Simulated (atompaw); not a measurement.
**Before and after: PAW (atompaw) potential for oxygen**

O (Z = 8), PAW, made with atompaw 4.2.0.5 (PBE, non-relativistic). Core [He], reference 2s2 2p4. Waves: 2s (bound): rc 2.25 bohr; 2s channel at 1.15 Ry: rc 0.65 bohr; 2p (bound): rc 2.25 bohr; 2p channel at -0.3 Ry: rc 2.25 bohr. Local part: troulliermartins scheme with l = 2 at 0 Ry, radius 2.05 bohr. Core correction: smooth core density matched at 1.70 bohr. Augmentation charge: sinc compensation charge, radius 1.90 bohr; PAW radius 2.25 bohr; waves and projectors: custom rrkj gramschmidtortho.

Change: augmentation sinc compensation charge, radius 1.90 bohr; PAW radius 2.25 bohr; waves and projectors: custom polynom2 7 10 vanderbiltortho.

Cutoffs: the cutoffs (Ry, on a coarse ladder) from which the occupation-weighted sum of valence levels, in a spherical-Bessel basis at the reference potential, stays within 10 and 1 mRy of its value at 400 Ry; they do not see the model core or the augmentation charge, which bear on the density cutoff.

What does the change do?

The potential gets neither clearly harder nor softer (15 Ry and 18 Ry → 12 Ry and 21 Ry); both files keep a bound ghost (s); the range in which the p phases agree narrows (upper end at the end of the scan → 1.8).

| quantity | base | changed |
| --- | --- | --- |
| cutoff, loose | 15 Ry | 12 Ry |
| cutoff, tight | 18 Ry | 21 Ry |
| loose cutoff by channel (10 mRy a level) | s 8 Ry, p 12 Ry | s 8 Ry, p 10 Ry |
| bound ghosts | s | s |
| s: phases at 2.26 bohr within 0.05 rad from the reference energy up to (Ry; the scan ends near 5) | to the end of the scan | to the end of the scan |
| p: phases at 2.26 bohr within 0.05 rad from the reference energy up to (Ry; the scan ends near 5) | to the end of the scan | 1.8 |
| lowest overlap eigenvalue by channel | s 0.89, p 0.93 | s 0.76, p 0.93 |

 A true bound ghost makes a file unfit for plane-wave use even where its test errors are small: the radial tests pick states by their node count and pass the ghost by. The cutoffs see the waves, projectors and local potential, not the compensation charge or the core.
